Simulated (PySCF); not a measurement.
Electron correlation in Tl (thallium, neutral)

Starting occupation: [Xe] 4f14 5d10 6s2 6p1, 6p1/2 with m_j = +1/2. All numbers are calculated (PySCF 2.14, X2C-1e with screened-nucleus spin-orbit coupling, Gaussian nucleus, in x2c-TZVPPall-2c (11s11p9d3f, 110 functions)). Frozen: [Kr] 4d10 4f14; 21 electrons correlated; the 26 highest virtual spinors left out.

MP2 pair energies summed by pair of shells (mhartree):

```csv
pair,energy,share (%)
5d3/2-5d5/2,-115.34,22.8
5d5/2-5d5/2,-82.50,16.3
5d5/2-6s1/2,-50.86,10.1
5d3/2-5d3/2,-33.89,6.7
5d5/2-5p3/2,-33.74,6.7
5d3/2-6s1/2,-32.35,6.4
5d3/2-5p3/2,-23.67,4.7
5d5/2-5p1/2,-15.10,3.0
6s1/2-6s1/2,-14.37,2.8
5p3/2-5p3/2,-11.43,2.3
5d5/2-6p1/2,-10.52,2.1
5p1/2-5p3/2,-10.41,2.1
5d3/2-5p1/2,-10.03,2.0
6p1/2-6s1/2,-9.94,2.0
5d5/2-5s1/2,-9.04,1.8
5p3/2-5s1/2,-7.82,1.5
5d3/2-6p1/2,-6.97,1.4
5p3/2-6s1/2,-6.91,1.4
5d3/2-5s1/2,-6.15,1.2
5p1/2-5s1/2,-3.73,0.7
5p1/2-5p1/2,-2.72,0.5
5p1/2-6s1/2,-2.45,0.5
5s1/2-5s1/2,-2.16,0.4
5p3/2-6p1/2,-1.48,0.3
5s1/2-6s1/2,-0.81,0.2
5p1/2-6p1/2,-0.43,0.1
5s1/2-6p1/2,-0.16,0.0
```

Total MP2 correlation energy: -504.99 mhartree.

This basis was not built for core-valence correlation, so the inner-shell part is incomplete.
